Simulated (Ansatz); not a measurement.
Mo3Se8, 11 atoms. Hardware: 2 threads of AMD EPYC 7R13 on a shared host and a share (18 GiB) of an NVIDIA H100 80GB HBM3.

In the def2 sets Mo takes a core potential; there is no spin–orbit coupling. Correlated methods freeze 72 core orbitals; core or outer-core shells of Mo, Se are correlated, in sets that lack core-valence functions. Single mean-field runs in def2-TZVP are fitted with def2-universal-jkfit.

(1) How many basis functions does each of these Ansatz runs have, and roughly what does it cost? PBE-D4/def2-TZVP, charge 0 singlet, energy and forces, from earlier orbitals; PBE0-D4/def2-SVP, charge 0 singlet, energy, from earlier orbitals; PBE-D4/def2-SVP, charge 0 singlet, relaxation, 21 steps; r2SCAN-D4/def2-TZVP, charge 0 singlet, energy, from earlier orbitals; PBE0-D4/def2-TZVP, charge 0 singlet, energy, from earlier orbitals; MP2/def2-TZVP, charge 0 singlet, energy, from earlier orbitals; PBE-D4/def2-SVP, charge 0 singlet, energy, from earlier orbitals; RPA@PBE/def2-TZVP, charge 0 singlet, energy, from earlier orbitals; CAM-B3LYP-D4/def2-TZVP, charge 0 singlet, energy, from earlier orbitals.

Answers

(1) Other jobs shared the machine, so times can vary by a factor of up to 3.

| run | functions | fitting or Cholesky vectors | wall time | peak host memory (GiB) |
| --- | --- | --- | --- | --- |
| PBE-D4/def2-SVP, charge 0 singlet, energy, from earlier orbitals | 349 | 3677 | 4.2 s | 1 |
| r2SCAN-D4/def2-TZVP, charge 0 singlet, energy, from earlier orbitals | 504 | 2893 | 5 s | 1.1 |
| PBE-D4/def2-TZVP, charge 0 singlet, energy and forces, from earlier orbitals | 504 | 2893 | 5.5 s | 1.1 |
| PBE0-D4/def2-SVP, charge 0 singlet, energy, from earlier orbitals | 349 | 3437 | 6.5 s | 1.1 |
| RPA@PBE/def2-TZVP, charge 0 singlet, energy, from earlier orbitals | 504 | 3661 | 8 s | 3.3 |
| PBE0-D4/def2-TZVP, charge 0 singlet, energy, from earlier orbitals | 504 | 2893 | 8.5 s | 1 |
| CAM-B3LYP-D4/def2-TZVP, charge 0 singlet, energy, from earlier orbitals | 504 | 2893 | 8.5 s | 1.1 |
| MP2/def2-TZVP, charge 0 singlet, energy, from earlier orbitals | 504 | 3661 | 26 s | 1.2 |
| PBE-D4/def2-SVP, charge 0 singlet, relaxation, 21 steps | 349 | 3677 | 1.7 min | 1 |
